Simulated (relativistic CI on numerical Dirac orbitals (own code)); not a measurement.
Sensitivity of the levels of In32+ to α and to the nuclear radius

These numbers are calculated, not measured: Dirac-Coulomb-Breit CI, separate exchange-only KLI orbitals for each configuration, derivatives by finite differences, unscaled Slater integrals, QED left out (own radial code, finite nucleus).

CI space (outside the closed core [Ne]): 3s²3p⁵, 3s3p⁶, 3s²3p⁴3d, 3s3p⁵3d, 3p⁶3d, 3s3p⁴3d², 3p⁵3d², 3p⁴3d³. Double excitations out of closed p, d and f shells are left out; levels of such configurations are missing from the list, as are those of other unlisted configurations, and high levels can miss mixing partners.

With x = (α/α₀)² − 1 an excitation energy changes as ω = ω₀ + qx; K = 2q/ω₀ is the relative enhancement. Terms are leading LS components, so labels can repeat. The field-shift factor is F = δν/δ⟨r²⟩ for the transition from the lowest level.

Lowest level 3s²3p⁵ ²P°3/2.

```csv
Level,ω₀ (cm⁻¹),q (cm⁻¹),K,F (GHz/fm²)
3s²3p⁵ ²P°1/2,393740,426200,2.16,-10.9
3s3p⁶ ²S1/2,1064585,221200,0.416,-183
3s²3p⁴3d ⁴D3/2,1075167,35470,0.066,0.603
3s²3p⁴3d ⁴D5/2,1086373,50590,0.0931,0.774
3s²3p⁴3d ⁴F7/2,1121898,55010,0.0981,1.22
3s²3p⁴3d ²P1/2,1123293,163900,0.292,-80.7
3s²3p⁴3d ²F7/2,1177529,100700,0.171,1.48
3s²3p⁴3d ⁴F9/2,1192467,112500,0.189,2.33
3s²3p⁴3d ²D3/2,1207310,58200,0.0964,-0.432
3s²3p⁴3d ⁴P1/2,1308762,285500,0.436,-126
3s²3p⁴3d ²D5/2,1319528,135500,0.205,-0.159
3s²3p⁴3d ²D3/2,1336702,169200,0.253,-0.584
3s²3p⁴3d ⁴F5/2,1348478,190300,0.282,-1.56
3s²3p⁴3d ⁴D1/2,1417722,447100,0.631,-10.8
3s²3p⁴3d ⁴D3/2,1465039,453100,0.618,-9.54
3s²3p⁴3d ²F5/2,1526514,436200,0.571,-9
3s²3p⁴3d ²G7/2,1531385,449900,0.588,-8.88
3s²3p⁴3d ⁴F7/2,1545022,521800,0.675,-8.59
3s²3p⁴3d ²P3/2,1576582,536500,0.681,-9.67
3s²3p⁴3d ²F5/2,1601010,534500,0.668,-9.44
3s²3p⁴3d ²G9/2,1610494,532700,0.662,-8.24
3s²3p⁴3d ²D5/2,1638047,526300,0.643,-9.46
3s²3p⁴3d ²F7/2,1684630,529400,0.628,-9.27
```

At this charge energies of transitions that change n are usually good to better than 1 %, and those within a shell (Δn = 0) to a few per cent.
